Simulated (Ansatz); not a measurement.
Correlation energies of CH5FOSSi2 (`FC1O[SiH2]S[SiH2]1`) by basis set

```xyz
11

F    -1.6139   -0.9270    0.9643
C    -0.4213   -0.2332    1.1031
O     0.6161   -0.9954    0.5986
Si    0.9334   -1.0284   -1.0317
S     0.1835    0.8210   -1.8077
Si   -0.5316    1.4157    0.1135
H    -0.2543   -0.1098    2.1775
H     2.3997   -1.1425   -1.1858
H     0.2560   -2.1646   -1.6955
H    -1.9177    1.9301    0.0247
H     0.3501    2.4340    0.7391
```

Total charge 0; spin multiplicity 1. The geometry is a stationary point of PBE0-D4/def2-TZVP. Frozen core, restricted reference, the Gaussian-basis code of Ansatz. CBS rows extrapolate triple and quadruple zeta; past MP2 they add the triple-zeta difference.

| basis | HF (Eh) | MP2 corr. | CCSD corr. | (T) | CCSD(T) total |
| --- | --- | --- | --- | --- | --- |
| def2-TZVPP | ? | ? | -1.10123 | -0.04447 | ? |
| def2-QZVPP | -1190.73669 | ? | – | – | – |
| CBS(def2) | -1190.74204 | -1.20783 | ? | as TZ | ? |

(1) Fill in the withheld values. (Best estimate.)

Results:

(1) The calculation gave: def2-TZVPP HF (Eh): -1190.69784; def2-TZVPP MP2 corr.: -1.05284; def2-TZVPP CCSD(T) total: -1191.84354; def2-QZVPP MP2 corr.: -1.14187; CBS(def2) CCSD corr.: -1.25622; CBS(def2) CCSD(T) total: -1192.04273.
